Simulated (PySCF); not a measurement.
Al(H)3 anion (AlH3), SMILES [AlH3] (connectivity only; charge and spin as stated), charge -1, multiplicity 2.

Geometry: B3LYP-D3(BJ)/def2-TZVPD. The multiplicity is an assumed one; other spin states were not compared. The isomer is the one that the SMILES or the coordinates give; other isomers of the formula were not compared.

Level of theory: IEF-PCM-PBE0/def2-TZVPD in PySCF 2.14.0.

The values are the electrostatic part of the solvation free energy, E(continuum) − E(gas) at the gas-phase geometry, in a cavity of scaled van der Waals radii (PySCF's table); cavitation and dispersion terms are not included. A continuum can't describe solvent molecules that bind to the metal.

Q: Estimate the values in water (ε = 78.36), ethanol (ε = 24.85), 2-propanol (ε = 19.26). (An estimate is asked for; the answer gives what the named calculation found.)

A: 
```tsv
solvent	ε	ΔG(elec) (kcal/mol)
water	78.36	-55.4
ethanol	24.85	-53.9
2-propanol	19.26	-53.2
```
